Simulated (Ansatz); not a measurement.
`NB(S)[SiH2]Br` + `[NH2][GaH2]` → `[GaH2][NH][SiH2]Br` + `NBS`  (cleavage of the Si–B bond)

Computed with Ansatz on PBE0-D4/def2-TZVP structures; ΔE is electronic, products minus reactants. CCSD(T)/CBS is the MP2 limit (def2-TZVPP, def2-QZVPP) plus CCSD(T) − MP2 in def2-TZVPP, frozen cores. DFT in def2-TZVPP. HSE06 is defined as in plane-wave codes. For Br, Ga outer-core shells are correlated without core-valence functions, which leaves a few kJ/mol of doubt a bond. Scalar relativity is left out up to krypton. One conformer a species, not always the lowest.

`NB(S)[SiH2]Br`:

Cartesian coordinates in Å:
```
N 0.202 -1.624 0.502
B 0.027 -0.252 0.622
S -0.080 0.505 2.270
Si -0.105 0.881 -1.033
Br 0.079 -0.447 -2.833
H 0.264 -2.067 -0.400
H 0.277 -2.260 1.279
H -0.237 1.777 1.875
H -1.406 1.591 -1.150
H 0.978 1.894 -1.132
```

`[NH2][GaH2]`:

Cartesian coordinates in Å:
```
N 0.525 0.795 0.032
Ga -0.474 -0.717 -0.029
H 1.530 0.807 0.017
H 0.140 1.722 0.085
H 0.303 -2.069 -0.109
H -2.024 -0.537 0.003
```

`[GaH2][NH][SiH2]Br`:

Z-matrix (Å, degrees):
```
Si
N 1 1.704
Br 1 2.239 2 112.8
H 1 1.479 2 108.4 3 117.7
H 1 1.481 2 112.1 3 -118.0
Ga 2 1.844 1 127.4 3 -99.1
H 2 1.011 1 116.5 3 73.3
H 6 1.557 2 115.9 1 -5.3
H 6 1.559 2 115.9 1 175.7
```

`NBS`:

Z-matrix (Å, degrees):
```
N
B 1 1.391
H 1 1.004 2 121.9
H 1 1.006 2 124.2 3 -180.0
S 2 1.816 1 120.0 3 180.0
H 2 1.194 1 119.9 3 -0.0
H 5 1.339 2 96.3 1 -180.0
```

CCSD(T)/CBS gives -76.7 kJ/mol.

Another level gave -76.0 kJ/mol. Which?
A. PBE-D4/def2-TZVPP
B. r2SCAN0-D4/def2-TZVPP
C. CCSD/def2-TZVPP
D. HSE06-D4/def2-TZVPP

B. r2SCAN0-D4 -76.0, HSE06-D4 -66.8, CCSD/def2-TZVPP -81.3, PBE-D4 -59.3 kJ/mol.

Largest T1 diagnostic among the species: 0.014.

From r2SCAN to r2SCAN0 (25 % exact exchange), in def2-TZVPP and without D4, ΔE moves by −4.0 kJ/mol. Leaving LDA and LC-ωPBE aside and taking each functional with its dispersion term where it has one, the values, not all of them listed here, spread over 25.4 kJ/mol, from BHLYP-D4 to PBE-D4.

CCSD(T)/CBS has its own doubt, a few kJ/mol and more with outer-core shells, so smaller differences from it don't rank the levels.
